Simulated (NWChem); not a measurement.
System: CH4O3Si; SMILES O=C(O)[SiH2]O

```xyz
9

O      1.3480    -0.9553     0.0000
C      0.1346    -0.8387     0.0000
O     -0.6973    -1.9008     0.0000
Si    -0.6661     0.9141     0.0000
O      0.6641     1.9011     0.0000
H     -0.1383    -2.7063     0.0000
H     -1.5020     1.0790     1.2140
H     -1.5020     1.0790    -1.2140
H      1.4819     1.3724     0.0000
```
Atoms are numbered in this order, from 1.

Computed with NWChem. Coordinates come from a B3LYP/6-31G* (spherical d) optimisation. Level: M05-2X/def2-SVP with SMD (1 M gas to 1 M solution), gas-phase geometry. Reactions with the solvent are ignored.

For solvent chlorobenzene:

```yaml
solvation free energy (kcal/mol): -4.1
cavity-dispersion-structure term (kcal/mol): -1.0
dipole in solution (D): 2.02
```

### Question
What are these values for solvent water?

### Answer
The solvation free energy (kcal/mol) is -6.7 and the cavity-dispersion-structure term (kcal/mol) is 4.4. The dipole in solution (D) is 2.35.
